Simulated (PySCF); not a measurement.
Bonds (- single, = double, # triple, : aromatic): N1-C2 1.339 Å, C2=S3 1.637 Å, C2-C4 1.507 Å, C4-C5 1.534 Å, C5-C6 1.516 Å, C6-F7 1.341 Å, C6-F8 1.339 Å, C6-F9 1.348 Å. N1 carries H10, H11; C4 carries H12, H13; C5 carries H14, H15. H10 is cis to the C=O or C=S heteroatom; H11 is trans to the C=O or C=S heteroatom.

Geometry: GFN2-xTB; GIAO shifts from PySCF 2.14.0 with density-fitted response routines, gas phase, non-relativistic, averaged over equivalent atoms.

At mPW1PW91/cc-pVDZ (160 basis functions, 35 s wall time on 1 thread of an Intel Xeon, shared host):
```tsv
atoms	δ (ppm)
N1	142.0
C2	205.4
C6	131.4
C4	41.0
C5	38.7
F7/F8/F9	-77.9
H10	6.30
H11	5.98
H12/H13	2.67
H14/H15	2.39
```

Shifts are taken against calculated references (same method and geometry level): 15N (274.00 ppm) vs NH3; TMS for 13C (198.48 ppm), 1H (31.79 ppm); 19F (195.66 ppm) against CFCl3.

**Question.** What do these become at PBE0/pcSseg-1?

**Answer.** 
```
   atoms  δ at PBE0/pcSseg-1  change
      N1               156.7   +14.7
      C2               214.2    +8.8
      C6               135.9    +4.5
      C4                41.9    +0.9
      C5                40.4    +1.7
F7/F8/F9               -80.9    -3.0
     H10                6.61   +0.31
     H11                6.22   +0.24
 H12/H13                2.80   +0.13
 H14/H15                2.65   +0.26
```

Chemical shifts δ = σref − σ; 15N (σref 267.73) vs NH3; TMS for 13C (σref 186.93) and 1H (σref 31.72); 19F (σref 170.95) against CFCl3, all at this level.

The largest change is at N1 (thioamide-type nitrogen). Cost: 190 basis functions, 44 s wall time on 1 thread of an Intel Xeon, shared host. The order of the carbon signals is the same at both levels.

Unscaled 19F shifts against computed CFCl3 carry errors that often reach 10 to 50 ppm. Experimental scales use liquid or dissolved standards, which lie at an offset from isolated NH3 (liquid NH3: subtract about 20 ppm).
